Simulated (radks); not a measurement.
Task: These are the eigenvalues of the occupied orbitals of an atom or ion with whole-number occupations (hartree). All-electron calculation, Dirac Kohn-Sham, PBE, spin-unpolarised, spherical densities, finite nucleus; Fermi nuclear charge, rms radius of each element as measured or else 0.836 A^(1/3) + 0.57 fm. Program: a radial shooting solver on a logarithmic mesh with Libxc functionals.

orbital  eigenvalue
1s1/2     -133.7134
2s1/2     -17.04458
2p1/2     -14.45081
2p3/2     -14.34279
3s1/2      -4.64448
3p1/2      -3.96274
3p3/2      -3.94692

Which element is it, and in what charge state? The configuration may be excited. Open shells, if any, are shared by 2j + 1.

Result: Z = 19, potassium, charge +6: K6+ in [Ne] 3s2 3p1. The list shows which subshells hold electrons but not how many an open one holds; the 1s level, -133.71 hartree, gives Z - s = 16.4 by -(Z - s)^2/2, which with screening and relativity narrows Z to a few neighbours, and the depths of the outer levels then fix element, charge and occupations together.
